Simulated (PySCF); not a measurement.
F₅Sb (SMILES [F][Sb]([F])([F])([F])[F]), singlet, geometry from GFN2-xTB (core potentials on Sb); DF-TPSS/def2-SVP in PySCF.

PySCF was given this input:
```python
from pyscf import gto, scf, dft

mol = gto.M(
    atom='''
Sb   -0.00538098   -0.01804812   -0.00232090
F     1.27108124   -0.77244999    1.17556001
F    -1.28766979    0.72948715   -1.17818027
F     0.23534493    1.68191679    0.82082326
F     1.08319346   -0.49526191   -1.49023129
F    -1.32250323   -1.22629968    0.65862935
''',
    basis='def2-svp',
    ecp={'Sb': 'def2-svp'},
    verbose=4,
)

mf = dft.RKS(mol)
mf.xc = 'tpss'
mf = mf.density_fit(auxbasis='def2-universal-jkfit')
mf.kernel()
mf.analyze()
```

Q: What does PySCF print? Leave out banner, timings and long lists.

A: 
```
PySCF version 2.14.0

[INPUT] verbose = 4
[INPUT] num. atoms = 6
[INPUT] num. electrons = 68
[INPUT] charge = 0
[INPUT] spin (= nelec alpha-beta = 2S) = 0
[INPUT] symmetry False subgroup None
[INPUT] Mole.unit = angstrom
[INPUT] Symbol           X                Y                Z      unit          X                Y                Z       unit  Magmom
[...]
nuclear repulsion = 434.275984121268
number of shells = 40
number of NR pGTOs = 181
number of NR cGTOs = 96
basis = def2-svp
ecp = {'Sb': 'def2-svp'}

******** <class 'pyscf.df.df_jk.DFRKS'> ********
method = DFRKS
initial guess = minao
damping factor = 0
level_shift factor = 0
DIIS = <class 'pyscf.scf.diis.CDIIS'>
diis_start_cycle = 1
diis_space = 8
diis_damp = 0
SCF conv_tol = 1e-09
SCF conv_tol_grad = None
SCF max_cycles = 50
direct_scf = False
XC library pyscf.dft.libxc version 7.1.2
    S. Lehtola, C. Steigemann, M. J. T. Oliveira, and M. A. L. Marques,  SoftwareX 7, 1–5 (2018)
XC functionals = tpss
    J. Tao, J. P. Perdew, V. N. Staroverov, and G. E. Scuseria,  Phys. Rev. Lett. 91, 146401 (2003)
    J. P. Perdew, J. Tao, V. N. Staroverov, and G. E. Scuseria,  J. Chem. Phys. 120, 6898 (2004)
    J. Tao, J. P. Perdew, V. N. Staroverov, and G. E. Scuseria,  Phys. Rev. Lett. 91, 146401 (2003)
    J. P. Perdew, J. Tao, V. N. Staroverov, and G. E. Scuseria,  J. Chem. Phys. 120, 6898 (2004)
radial grids:
    Treutler-Ahlrichs [JCP 102, 346 (1995); DOI:10.1063/1.469408] (M4) radial grids

becke partition: Becke, JCP 88, 2547 (1988); DOI:10.1063/1.454033
pruning grids: <function nwchem_prune>
grids dens level: 3
symmetrized grids: False
atomic radii adjust function: <function treutler_atomic_radii_adjust>
small_rho_cutoff = 0
Set gradient conv threshold to 3.16228e-05
Initial guess from minao.
tot grids = 93272
init E= -713.925958667668
[...]
cycle= 1 E= -737.939421060939  delta_E=  -24  |g|= 2.59  |ddm|= 10.2
[...]
cycle= 2 E= -737.8634355733  delta_E= 0.076  |g|= 2.59  |ddm|=  6.2
[...]
cycle= 3 E= -738.926213350077  delta_E= -1.06  |g|= 0.867  |ddm|=  2.9
[...]
cycle= 4 E= -739.027813816726  delta_E= -0.102  |g|= 0.31  |ddm|= 0.708
[...]
cycle= 5 E= -739.030623307752  delta_E= -0.00281  |g|= 0.277  |ddm|= 0.42
[...]
cycle= 6 E= -739.044839678301  delta_E= -0.0142  |g|= 0.0171  |ddm|= 0.216
[...]
cycle= 7 E= -739.044903571917  delta_E= -6.39e-05  |g|= 0.00183  |ddm|= 0.0206
[...]
cycle= 8 E= -739.044904041085  delta_E= -4.69e-07  |g|= 0.000763  |ddm|= 0.00164
[...]
cycle= 9 E= -739.04490412244  delta_E= -8.14e-08  |g|= 0.000375  |ddm|= 0.00085
[...]
cycle= 10 E= -739.044904148267  delta_E= -2.58e-08  |g|= 1.31e-05  |ddm|= 0.000287
[...]
cycle= 11 E= -739.044904148295  delta_E= -2.77e-11  |g|= 1.35e-06  |ddm|= 1.26e-05
[...]
Extra cycle  E= -739.044904148298  delta_E= -3.64e-12  |g|= 2.55e-06  |ddm|= 3.22e-06
converged SCF energy = -739.044904148298
**** SCF Summaries ****
Total Energy =                        -739.044904148298201
Nuclear Repulsion Energy =             434.275984121267641
One-electron Energy =                -1980.431897061718246
Two-electron Energy =                  807.111008792152347
Two-electron Coulomb Energy =          878.864087277945373
DFT Exchange-Correlation Energy =      -71.753078485793026
HOMO-LUMO gap [eV] =                     4.758261002338633
**** MO energy ****
[...]
Dipole moment(X, Y, Z, Debye): -0.01131, -0.01350,  0.00305
```
